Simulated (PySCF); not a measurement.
## ReSCl₂: fields on a plane

All numbers come from PySCF, UPBE0, basis Re def2-SVP with ECP60, S def2-SVP, Cl def2-SVP (scalar-relativistic core potentials, no spin–orbit coupling, density fitting).

The quartet minimum has Re–Cl 2.255 Å (×2), Re–S 2.107 Å; Cl–Re–Cl 132.8°, Cl–Re–S 113.6° (×2).

The plane holds Re1 at (0.00, 0.00), S2 at (2.11, 0.00), Cl3 at (-0.90, 2.07), Cl4 at (-0.90, -2.07) Å. Columns run from x = -2.85 to 4.35 Å, rows from y = 4.35 (top) to -4.05 Å, in steps of 0.3 Å. Other isomers or separated fragments may lie lower. Core electrons replaced by a potential are absent, the electrostatic potential uses the reduced nuclear charge, and values within about 0.7 Å of such atoms have no physical meaning.

Problem. Give the spin density (e/Å³) (cut at ±0.5 e/Å³). Lower edges of the bins (e/Å³): '0' -0.055, '1' -0.009, '2' 0.037, '3' 0.084, '4' 0.130, '5' 0.176, '6' 0.223, '7' 0.269, '8' 0.315, '9' 0.362; top 0.41.

Solution. 
```
1111111111111111111111111
1111111111111111111111111
1111111111111111111111111
1111111111111111111111111
1111111111111111111111111
1111100111111111111111111
1111000111111111111111111
1111001111111111111111111
1111111000111111111111111
1111110000111111111111111
1111110001111111111111111
1111111112211110000011111
1111111235532100000011111
1111111389973100000001111
1111112481184100000001111
1111112481184100000001111
1111111389973100000001111
1111111235532100000011111
1111111112211110000011111
1111110001111111111111111
1111110000111111111111111
1111111000111111111111111
1111001111111111111111111
1111000111111111111111111
1111100111111111111111111
1111111111111111111111111
1111111111111111111111111
1111111111111111111111111
1111111111111111111111111
```

Problem. Give the electron density (e/Å³) (cut at 5 e/Å³). Every second row and column.

Solution. 
```
0.00 0.00 0.00 0.00 0.00 0.00 0.00 0.00 0.00 0.00 0.00 0.00 0.00
0.00 0.00 0.02 0.03 0.03 0.01 0.00 0.00 0.00 0.00 0.00 0.00 0.00
0.00 0.03 0.13 0.32 0.24 0.07 0.01 0.00 0.00 0.00 0.00 0.00 0.00
0.01 0.09 0.73 2.12 1.61 0.28 0.04 0.00 0.00 0.00 0.00 0.00 0.00
0.01 0.13 1.25 5.00 2.46 0.44 0.06 0.02 0.02 0.01 0.00 0.00 0.00
0.01 0.07 0.48 1.42 1.15 0.33 0.11 0.10 0.13 0.10 0.03 0.01 0.00
0.00 0.02 0.11 0.33 1.20 1.96 0.50 0.53 0.91 0.66 0.15 0.02 0.00
0.00 0.01 0.05 0.40 5.00 0.18 2.15 1.27 5.00 2.20 0.36 0.04 0.00
0.00 0.01 0.06 0.32 3.90 5.00 1.24 0.96 2.02 1.18 0.27 0.03 0.00
0.00 0.04 0.22 0.61 0.74 0.48 0.21 0.24 0.38 0.27 0.08 0.01 0.00
0.01 0.11 0.92 2.82 1.80 0.39 0.08 0.05 0.05 0.04 0.01 0.00 0.00
0.01 0.12 1.16 5.00 2.31 0.41 0.05 0.01 0.01 0.00 0.00 0.00 0.00
0.00 0.05 0.33 1.01 0.73 0.15 0.02 0.00 0.00 0.00 0.00 0.00 0.00
0.00 0.01 0.05 0.10 0.08 0.03 0.00 0.00 0.00 0.00 0.00 0.00 0.00
0.00 0.00 0.00 0.01 0.01 0.00 0.00 0.00 0.00 0.00 0.00 0.00 0.00
```

Other spin states or occupations of the open shell can lie lower. No spin–orbit coupling is included, which matters more the heavier the element.
